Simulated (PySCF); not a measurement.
C2H9AlO4Si, charge -1, doublet, geometry from GFN2-xTB (such geometries of metal compounds can be far from the true shape) (a state made from the parent by changing its charge; the spin is typed, not shown lowest) (in this run its highest filled SCF level lies above zero, so its values depend strongly on the basis, on diffuse functions most of all). Base run: R2SCAN/STO-3G in PySCF.

The PySCF input:
```python
from pyscf import gto, scf, dft

mol = gto.M(
    atom='''
Al    0.29613628    1.34072167    1.48692641
C     0.99004365    2.79075700    0.12517843
H     2.02391253    2.59397359   -0.19474507
H     1.00821819    3.78866880    0.58317301
H     0.40749925    2.90014008   -0.80194805
C    -1.74288661    1.79575097    1.73977412
H    -2.32623864    1.95775478    0.82118841
H    -1.85655222    2.71569170    2.32885522
H    -2.27992104    1.01735300    2.30059904
O     0.30148160   -0.16025264    0.51868904
Si    0.09182957   -1.17809388   -0.68161485
O     0.89375051   -2.60211315   -0.51028021
O     0.65366512   -0.58605129   -2.10604036
O    -1.49211149   -1.61032325   -0.84943880
H     0.57829560   -3.13814135    0.21021391
H     1.05873673    0.26984134   -1.99235366
H    -2.08656454   -0.89047483   -0.65557083
''',
    basis='sto-3g',
    charge=-1,
    spin=1,
    verbose=4,
)

mf = dft.UKS(mol)
mf.xc = 'r2scan'
mf.kernel()
```

Variants of this job, named by their change:

| change | ΔE vs base (mEh) | fitting functions |
|---|---|---|
| base | 0.000 | - |
| auxbasis = default (with mf = mf.density_fit()) | -3.668 | 876 |
| auxbasis = even-tempered beta=1.6 | -7.172 | 711 |
| auxbasis = even-tempered beta=2.0 | -7.753 | 504 |
| auxbasis = cc-pvqz-jkfit | -0.662 | 1391 |
| auxbasis = def2-universal-jfit | -5.294 | 495 |
| auxbasis = cc-pvtz-ri | -14.997 | 1000 |
| auxbasis = def2-svp-ri | -487.1 | 538 |
| auxbasis = even-tempered beta=3.0 | -26.295 | 327 |
| auxbasis = def2-tzvp-ri | -20.071 | 817 |

A fitting set is made for a task (jfit for Coulomb, jkfit for Coulomb and exchange, ri for correlation) and for a family of orbital bases.

Open shells are given as the SCF converged; they aren't shown to be the lowest states, and a large step between rows can be another state.
